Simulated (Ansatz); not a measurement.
**Which isomer of AsGaH3 gives these data?**

These gas-phase data were calculated for one isomer of AsGaH3 at r2SCAN-D4/def2-SVP (harmonic, unscaled wavenumbers; equilibrium rotational constants with average atomic masses):

```
rotational constants            : 83.34, 2.289, 2.242 GHz
all wavenumbers above 1500 cm⁻¹ : 2174, 1963, 1951
dipole moment                   : 0.38 D (PBE0/def2-TZVPD)
```

Candidates:

(1) `[GaH][AsH2]`, a doublet
(2) `[GaH2][AsH]`, a doublet

Question: Assign the data to one candidate and say why.

Answer: Candidate (2). 2 modes lie between 1700 and 2150 cm⁻¹, one for each Ga–H bond, while (1) has 1.

The same quantities for all candidates:

```tsv
	rotational constants (GHz)	wavenumbers above 1500 cm⁻¹	dipole (D)	E above the lowest, r2SCAN-D4/def2-SVP (kcal/mol)
(1)	76.12, 2.228, 2.206	2216, 2184, 1797	0.57	1.4
(2)	83.34, 2.289, 2.242	2174, 1963, 1951	0.38	0.0
```

Harmonic stretches to hydrogen usually lie a few per cent above observed fundamentals. Each candidate is one conformer. Open shells are spin-unrestricted. Programs: Ansatz 0.2.0.
